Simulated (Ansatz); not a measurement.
Reaction (ligand exchange at the Si–O bond): `CO[SiH2]S` + CH₃SH → `CS[SiH2]S` + CH₃OH

Gas-phase electronic energies from Ansatz, PBE0-D4/def2-TZVP geometries. CCSD(T)/CBS adds triple-zeta CCSD(T) − MP2 to the extrapolated MP2 energy (def2 sets, frozen cores). This one scheme is used for every species. DFT in def2-TZVPP. B3LYP here is the variant with VWN-RPA as its local correlation; programs differ in this. Each species was taken in one conformer, which may not be the lowest.

Q: Is it downhill or uphill in electronic energy at CCSD(T)/CBS, and by how much? (Estimate.)

A: The calculation gave: Uphill: ΔE = +28.0 kJ/mol.

Q: What do these levels give: BLYP-D4, ωB97M-V, B3LYP, r2SCANh, HF/def2-QZVPP, MP2/CBS(def2)? (Best estimate.)

A: The calculation gave: BLYP-D4 27.5, ωB97M-V 30.3, B3LYP 36.2, r2SCANh 27.4, HF/def2-QZVPP 50.8, MP2/CBS(def2) 24.3 kJ/mol.

Largest T1 diagnostic among the species: 0.011.

Leaving LDA and LC-ωPBE aside and taking each functional with its dispersion term where it has one, the values, not all of them listed here, spread over 24.0 kJ/mol, from revPBE-D4 to CAM-B3LYP-D4. From BLYP to BHLYP (50 % exact exchange), in def2-TZVPP and without D4, ΔE moves by +6.4 kJ/mol.
